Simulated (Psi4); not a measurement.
Internal rotation in CH4F6Si3, SMILES FC(F)(F)[SiH2][SiH2][Si](F)(F)F. Scanned: dihedral C2–Si5–Si6–Si7; all other coordinates were relaxed at GFN2-xTB. GFN2-xTB can order the conformers of Si and Ge chains otherwise than DFT does. Points at φ and −φ are mirror images.

Geometry of the scan point at -150° (Å):
```
14

F      2.9759    -0.5855    -0.3547
C      2.5288     0.6431    -0.0078
F      2.4989     1.3591    -1.1540
F      3.4889     1.1917     0.7550
Si     0.7772     0.5587     0.8447
Si    -0.5552    -0.4723    -0.7709
Si    -2.7234     0.2271    -0.6188
F     -3.8345    -0.8978    -0.4682
F     -2.9805     1.1347     0.6667
F     -3.3121     1.1191    -1.7928
H      0.5380     1.9636     1.1880
H      1.0737    -0.1751     2.0787
H     -0.0712    -0.2057    -2.1356
H     -0.5299    -1.9372    -0.6081
```

Computed with Psi4 with PBE-D3(BJ)/def2-SVP // GFN2-xTB.

Scanned values (°): -150, -120, -90, -60, -30, 0, 30, 60, 90, 120, 150, 180.

Task: Locate the minima and the barriers on this grid.

Result: Lower than their neighbours: -60° (0.0 kJ/mol), 60° (0.0 kJ/mol), 180° (4.9 kJ/mol). Higher than their neighbours: -120° (9.3 kJ/mol), 0° (4.2 kJ/mol), 120° (9.3 kJ/mol). The whole profile spans 9.3 kJ/mol.
